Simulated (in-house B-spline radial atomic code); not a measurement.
# Removing one electron from Er XXIII (Er22+)

Closed shell [Kr] 4d10. Computed with a B-spline radial code for spherical atoms: Koopmans values of Dirac-Hartree-Fock plus a diagonal self-energy, in second order or with its direct term screened (direct RPA, with the hole-particle interaction, or full time-dependent Hartree-Fock), linearised in energy; no-pair Dirac-Coulomb Hamiltonian, finite nucleus. Shifts add to the Koopmans value (the ΔSCF shift is orbital relaxation alone); the final value takes TDHF screening with Breit and QED.

Command:
```bash
python run_mb.py task.json out
```
Settings (nuclear radius in fm, box in bohr, cutoff in hartree):
```
basis_form          2
Z                   68
core_configuration  [Kr] 4d10
rms_radius          5.2516
mass_number         166
speed_of_light      137.036
box_radius          4.388
lmax                7
intervals           58
virtual_cutoff      18496.0
```

Time taken, with all properties: 54 s on 1 thread of Intel(R) Xeon(R) 6975P-C (shared host).

Energies in eV:

```tsv
subshell	Koopmans	ΔSCF shift	second order	direct RPA	hole-particle	TDHF	Breit + QED	final
4d5/2	771.33	-1.618	?	?	?	?	?	?
4d3/2	781.53	-1.706	-0.200	0.148	-0.034	-0.039	-0.409	781.08
```

(1) What does the self-energy do to 4d5/2?

Results:

(1) It shifts the removal energy by -0.164 eV in second order, 0.177 with direct RPA, -0.001 with the hole-particle term and -0.003 with TDHF screening (quasi-particle weight 0.989); Breit and QED add -0.218 eV. The final value is 771.11 eV, against 770 ± 4 eV (NIST, tabulated theory).
